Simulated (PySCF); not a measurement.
Fill in the blanks.

C₅H₈F₃PSi.
SMILES: `FC(F)(F)P1CCC=C1[SiH3]`

```tsv
property	level	value
point group	PBE0-D3(BJ)/def2-SVP	?
rotational constants A, B, C	PBE0-D3(BJ)/def2-SVP	?
dipole moment	CAM-B3LYP/def2-SVPD	3.23 D
HOMO energy	CAM-B3LYP/def2-SVPD	-8.55 eV
LUMO energy	CAM-B3LYP/def2-SVPD	0.11 eV
lowest singlet excitation	TDDFT CAM-B3LYP/def2-SVPD	5.47 eV (227 nm, f = 0.077)
strongest line among the 10 lowest singlet transitions	TDDFT CAM-B3LYP/def2-SVPD	S2 at 6.42 eV (193 nm, f = 0.087)
lowest triplet excitation (Tamm–Dancoff)	TDA CAM-B3LYP/def2-SVPD	?
static isotropic polarisability	CAM-B3LYP/def2-SVPD	?
vertical ionisation energy	ΔSCF CAM-B3LYP/def2-SVPD	9.20 eV
electronic spatial extent ⟨r²⟩ about the centre of nuclear charge	CAM-B3LYP/def2-SVPD	1841 bohr²
13C chemical shifts (computed TMS as zero) by class	GIAO KT2/pcSseg-1	?
1H chemical shifts (computed TMS as zero) by class	GIAO KT2/pcSseg-1	7.12 (1 H), 4.47 (3 H), 2.91 (2 H), 2.08 (2 H) ppm
isotropic shieldings of nuclei other than C and H, by class	GIAO KT2/pcSseg-1	230 (3 F), 433 (1 Si), 316 (1 P) ppm
```

Electronic properties: PySCF, gas phase, density fitting. One conformer (not necessarily the lowest) at the PBE0-D3(BJ)/def2-SVP geometry, without solvent or vibrations. NMR classes are plain means over equivalent atoms (diastereotopic ones count apart unless rotation or inversion swaps them), as if these changed places fast; in this geometry the members of some classes differ.

Q: The lowest triplet excitation (Tamm–Dancoff)?

A: 3.88 eV.

Q: Give the 13C chemical shifts (computed TMS as zero) by class.

A: 160.6 (1 C), 139.3 (1 C), 125.8 (1 C), 43.1 (1 C), 26.2 (1 C) ppm.

Q: Give the point group.

A: C1.

Q: The rotational constants A, B, C?

A: 1.271, 0.880, 0.655 GHz.

Q: The static isotropic polarisability?

A: 109.9 au.

The ΔSCF ionisation energy exceeds −ε(HOMO) by 0.65 eV with CAM-B3LYP. The 10 singlets span 5.47 to 7.86 eV, and their oscillator strengths add up to 0.40. The principal polarisabilities are 91.4, 113.2 and 125.2 au; their mean is the isotropic value. The rotational constants make it an asymmetric top with κ = (2B − A − C)/(A − C) = -0.27, nearer the prolate limit (−1). The vertical singlet–triplet gap S1 − T1 is 1.59 eV (TDDFT singlet less Tamm–Dancoff triplet; S1: HOMO→LUMO, weight 0.89; T1: HOMO→LUMO, weight 0.66).
